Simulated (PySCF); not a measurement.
**Calcium: highly charged ions in a basis for the neutral atom**

Ca⁶⁺ [Ne] 3s2 3p2, Ca⁷⁺ [Ne] 3s2 3p1. Calculation: PySCF 2.14, in pcseg-2 (6s4p3d, 33 functions); the non-relativistic Hamiltonian (point nucleus). No spin-orbit coupling, so a gap to NIST mixes the basis error with missing relativistic terms.

Changed run: basis of the neutral atom used for a highly charged ion. This setting is unsound on purpose.

```tsv
species	method	sound run (hartree)	changed run (hartree)	converged
Ca⁶⁺	UHF	not run	-664.87691	yes
Ca⁶⁺	M06-2X	not run	-665.46076	yes
Ca⁶⁺	LDA	not run	-663.59466	yes
Ca⁷⁺	UHF	not run	-660.23081	yes
Ca⁷⁺	M06-2X	not run	-660.78841	yes
Ca⁷⁺	LDA	not run	-658.91472	yes
```

Ionisation energy of Ca⁶⁺:

| method | changed run (eV) | NIST (eV) |
| --- | --- | --- |
| UHF | 126.43 | 127.21 ± 0.25 |
| M06-2X | 127.14 | 127.21 ± 0.25 |
| LDA | 127.35 | 127.21 ± 0.25 |

The contracted functions were made for the neutral atom and can be too rigid for a highly charged ion.
